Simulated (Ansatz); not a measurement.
Computed with PBE0-D3(BJ)/def2-TZVP run with Ansatz (a first-principles code). No frequencies were computed at this level.

Ansatz 0.2 input:
```yaml
crystal:
  periodic: [false, false, false]
  atoms:
    - { symbol: C, position_ang: [-1.431376, -0.590887, 0.140296] }
    - { symbol: C, position_ang: [-0.40296, 0.11514, 0.573917] }
    - { symbol: C, position_ang: [0.591555, 0.760628, -0.321201] }
    - { symbol: S, position_ang: [2.257624, 0.013731, -0.089677] }
    - { symbol: H, position_ang: [-1.62607, -0.721122, -0.912189] }
    - { symbol: H, position_ang: [-2.127585, -1.055916, 0.816317] }
    - { symbol: H, position_ang: [-0.213541, 0.230444, 1.632403] }
    - { symbol: H, position_ang: [0.322857, 0.665987, -1.372982] }
    - { symbol: H, position_ang: [0.735123, 1.811681, -0.069318] }
    - { symbol: H, position_ang: [1.894374, -1.229686, -0.397564] }
basis:
  gaussian: { orbitals: def2-tzvp }
hamiltonian:
  xc: pbe0
  dispersion: d3bj
relax:
  max_steps: 150
```

Output:

```
Functional definition: PBE0
1075 factors; their error is unknown
mean field evaluation 1: about -14030.0002 eV, gradient 5.5e1 eV
mean field evaluation 2: about -14026.1017 eV, gradient 6.5e1 eV
mean field evaluation 4: about -14037.2410 eV, gradient 4.7e0 eV
mean field evaluation 8: about -14037.2895 eV, gradient 5.9e-2 eV
mean field evaluation 16: about -14037.3006 eV, gradient 1.5e-4 eV
mean field -14037.30059584 eV, -515.8612820731 hartree, gradient 2.4e-5 eV, S^2 0.000000; 0 other end points of the search recorded, 0 dependent functions left out
reference -14037.30062349 eV, -515.8612830893 hartree; 20, 20 occupied and 146, 146 virtual orbitals, 1075 factors
relax step   1: F+E_penalty+E_count = -14037.47909037 eV  Δ(F+E_penalty+E_count) = +0.000e0 eV  max|allowed force component| = 4.490e-1 eV/Å  Δτ_max = 0.0000 Å  (28 SCF iters, accepted)
these checks for a lower state are left out or cut short: starts, cluster_reference, orbital_swaps, neighbouring_geometries, increment
1075 factors; their error is unknown
mean field -14037.31190494 eV, -515.8616976747 hartree, gradient 1.2e-5 eV, S^2 0.000000; 0 other end points of the search recorded, 0 dependent functions left out
reference -14037.31193267 eV, -515.8616986940 hartree; 20, 20 occupied and 146, 146 virtual orbitals, 1075 factors
relax step   2: F+E_penalty+E_count = -14037.48997064 eV  Δ(F+E_penalty+E_count) = -1.088e-2 eV  max|allowed force component| = 2.188e-1 eV/Å  Δτ_max = 0.0225 Å  (31 SCF iters, accepted)
these checks for a lower state are left out or cut short: starts, cluster_reference, orbital_swaps, neighbouring_geometries, increment
1075 factors; their error is unknown
mean field evaluation 32: about -14037.3145 eV, gradient 1.2e-5 eV
mean field -14037.31451132 eV, -515.8617934573 hartree, gradient 1.2e-5 eV, S^2 0.000000; 0 other end points of the search recorded, 0 dependent functions left out
reference -14037.31453899 eV, -515.8617944745 hartree; 20, 20 occupied and 146, 146 virtual orbitals, 1075 factors
relax step   3: F+E_penalty+E_count = -14037.49238531 eV  Δ(F+E_penalty+E_count) = -2.415e-3 eV  max|allowed force component| = 9.549e-2 eV/Å  Δτ_max = 0.0304 Å  (31 SCF iters, accepted)
these checks for a lower state are left out or cut short: starts, cluster_reference, orbital_swaps, neighbouring_geometries, increment
1075 factors; their error is unknown
mean field -14037.31575436 eV, -515.8618391384 hartree, gradient 1.2e-5 eV, S^2 0.000000; 0 other end points of the search recorded, 0 dependent functions left out
reference -14037.31578206 eV, -515.8618401564 hartree; 20, 20 occupied and 146, 146 virtual orbitals, 1075 factors
relax step   4: F+E_penalty+E_count = -14037.49370680 eV  Δ(F+E_penalty+E_count) = -1.321e-3 eV  max|allowed force component| = 3.099e-2 eV/Å  Δτ_max = 0.0103 Å  (32 SCF iters, accepted)
these checks for a lower state are left out or cut short: starts, cluster_reference, orbital_swaps, neighbouring_geometries, increment
1075 factors; their error is unknown
mean field -14037.31582980 eV, -515.8618419107 hartree, gradient 1.2e-5 eV, S^2 0.000000; 0 other end points of the search recorded, 0 dependent functions left out
reference -14037.31585750 eV, -515.8618429287 hartree; 20, 20 occupied and 146, 146 virtual orbitals, 1075 factors
relax step   5: F+E_penalty+E_count = -14037.49370434 eV  Δ(F+E_penalty+E_count) = +2.453e-6 eV  max|allowed force component| = 7.113e-2 eV/Å  Δτ_max = 0.0098 Å  (32 SCF iters, rejected (line search))
these checks for a lower state are left out or cut short: starts, cluster_reference, orbital_swaps, neighbouring_geometries, increment
1075 factors; their error is unknown
mean field -14037.31590459 eV, -515.8618446592 hartree, gradient 1.2e-5 eV, S^2 0.000000; 0 other end points of the search recorded, 0 dependent functions left out
reference -14037.31593228 eV, -515.8618456769 hartree; 20, 20 occupied and 146, 146 virtual orbitals, 1075 factors
relax step   6: F+E_penalty+E_count = -14037.49386122 eV  Δ(F+E_penalty+E_count) = -1.544e-4 eV  max|allowed force component| = 1.377e-2 eV/Å  Δτ_max = 0.0048 Å  (32 SCF iters, accepted)
these checks for a lower state are left out or cut short: starts, cluster_reference, orbital_swaps, neighbouring_geometries, increment
1075 factors; their error is unknown
mean field -14037.31594751 eV, -515.8618462365 hartree, gradient 1.2e-5 eV, S^2 0.000000; 0 other end points of the search recorded, 0 dependent functions left out
reference -14037.31597519 eV, -515.8618472538 hartree; 20, 20 occupied and 146, 146 virtual orbitals, 1075 factors
relax step   7: F+E_penalty+E_count = -14037.49388466 eV  Δ(F+E_penalty+E_count) = -2.344e-5 eV  max|allowed force component| = 2.432e-2 eV/Å  Δτ_max = 0.0098 Å  (32 SCF iters, accepted)
these checks for a lower state are left out or cut short: starts, cluster_reference, orbital_swaps, neighbouring_geometries, increment
1075 factors; their error is unknown
mean field evaluation 64: about -14037.3162 eV, gradient 2.1e-4 eV
mean field -14037.31616031 eV, -515.8618540567 hartree, gradient 1.2e-5 eV, S^2 0.000000; 0 other end points of the search recorded, 0 dependent functions left out
reference -14037.31618799 eV, -515.8618550740 hartree; 20, 20 occupied and 146, 146 virtual orbitals, 1075 factors
relax step   8: F+E_penalty+E_count = -14037.49399448 eV  Δ(F+E_penalty+E_count) = -1.098e-4 eV  max|allowed force component| = 1.124e-2 eV/Å  Δτ_max = 0.0088 Å  (32 SCF iters, accepted)
these checks for a lower state are left out or cut short: starts, cluster_reference, orbital_swaps, neighbouring_geometries, increment
1075 factors; their error is unknown
mean field -14037.31625054 eV, -515.8618573727 hartree, gradient 1.2e-5 eV, S^2 0.000000; 0 other end points of the search recorded, 0 dependent functions left out
reference -14037.31627822 eV, -515.8618583899 hartree; 20, 20 occupied and 146, 146 virtual orbitals, 1075 factors
relax step   9: F+E_penalty+E_count = -14037.49402067 eV  Δ(F+E_penalty+E_count) = -2.620e-5 eV  max|allowed force component| = 7.645e-3 eV/Å  Δτ_max = 0.0052 Å  (32 SCF iters, accepted)
1075 factors; their error is unknown
mean field evaluation 96: about -14037.3163 eV, gradient 3.1e-4 eV
mean field -14037.31625054 eV, -515.8618573727 hartree, gradient 1.2e-5 eV, S^2 0.000000; 1 other end points of the search recorded, 0 dependent functions left out
reference -14037.31627822 eV, -515.8618583899 hartree; 20, 20 occupied and 146, 146 virtual orbitals, 1075 factors
Total energy: -14037.49404835 eV, -515.8683913218 hartree
Atom 0 at    -1.450150    -0.577455     0.137643 Å, force     0.001317     0.001408     0.000128 eV/Å
Atom 1 at    -0.393768     0.097004     0.570528 Å, force     0.002338     0.002169    -0.004436 eV/Å
Atom 2 at     0.604149     0.736641    -0.325869 Å, force    -0.007645    -0.000299     0.003509 eV/Å
Atom 3 at     2.274456     0.050811    -0.104376 Å, force     0.002249    -0.000328     0.000289 eV/Å
Atom 4 at    -1.652793    -0.690018    -0.923020 Å, force    -0.001207    -0.001189    -0.000754 eV/Å
Atom 5 at    -2.149182    -1.038289     0.825096 Å, force    -0.001202    -0.000247     0.000974 eV/Å
Atom 6 at    -0.202478     0.187334     1.636710 Å, force     0.001686    -0.000425     0.001016 eV/Å
Atom 7 at     0.304933     0.661285    -1.372310 Å, force     0.002466     0.000065    -0.001170 eV/Å
Atom 8 at     0.723986     1.797154    -0.086966 Å, force    -0.000576     0.000249     0.000554 eV/Å
Atom 9 at     1.940849    -1.224467    -0.357432 Å, force     0.000575    -0.001402    -0.000111 eV/Å
Dipole moment:    -0.272115    -0.022693    -0.056023 e Å
```

Cost: around 60 core-seconds (rough).
